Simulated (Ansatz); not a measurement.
InN₂, relaxed as a doublet with UKS r2SCAN-D4/def2-TZVP in Ansatz, starting from the GFN1-xTB geometry. Force threshold 0.02 eV/Å.

In the def2 sets In takes a core potential; there is no spin–orbit coupling. The charge 0 doublet is spin-contaminated (final ⟨S²⟩ up to 1.77, 0.75 for a pure state). The relaxation made no stability test and no search for a lower SCF solution. Another isomer (doublet) lies 7.12 eV lower at PBE0-D4/def2-TZVP; other spin states weren't run for this one.

Start:

```xyz
3

In    0.509   -0.402   -0.535
N    -1.465    0.078   -0.791
N     0.956    0.325    1.325
```

**Question.** Estimate the energy that the relaxation releases and the steps that it takes.

**Answer.** 0.63 eV, in 11 steps; 17 s on 4 threads of Intel Xeon Platinum 8488C on a shared host. No frequencies were taken in this run, so the end may be a saddle point.

**Question.** Does the start keep its bonding and symmetry?

**Answer.** By distances, no bond broke or formed. The bond that changes most is In1–N3, from 2.05 to 1.95 Å (atoms count from 1). Point group C2v at the start, C∞v at the end, both within 0.05 Å.

**Question.** Predict the relaxed structure.

**Answer.** 
Cartesian coordinates in Å:
```
In 0.024 0.004 0.025
N -1.526 -0.144 -1.307
N 1.502 0.140 1.282
```
Bond lengths: 2 × In–N 1.95 to 2.05 Å.
